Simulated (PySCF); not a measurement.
**Ne+ (neon, charge +1): B3LYP calculation**

Configuration: [He] 2s2 2p5, 2P determinant. All numbers are calculated (PySCF 2.14, scalar relativity by spin-free X2C-1e, in aug-cc-pVDZ-DK (4s3p2d, 23 functions)).

```
Total energy                                                  : -128.2658 hartree
One-electron energy                                           : -175.0602 hartree
Hartree (Coulomb) energy                                      : 58.7904 hartree
Exchange-correlation energy                                   : -11.9960 hartree
⟨S²⟩                                                          : 0.7509
⟨L²⟩                                                          : 2.004
Sum of ⟨r⟩                                                    : 6.476 bohr
Sum of ⟨r²⟩                                                   : 6.966 bohr²
Traceless quadrupole moment −½Σ⟨3z² − r²⟩ along its main axis : 0.426 e·bohr²
Langevin diamagnetic susceptibility                           : -5.52 ×10⁻⁶ cm³/mol
Time after the integrals                                      : 0.11 s of wall time on 1 thread of Neoverse-V1 (shared host)
```

```csv
shell,electrons,mean orbital energy (hartree),spread (hartree),"rms radius, mean of both spins (bohr)"
1s α,1,-31.89211,0,0.183
1s β,1,-31.85215,0,0.183
2s α,1,-2.22733,0,0.953
2s β,1,-2.11890,0,0.953
2p α,3,-1.32066,0.11040,1.01
2p β,2,-1.24429,0,1.01
```
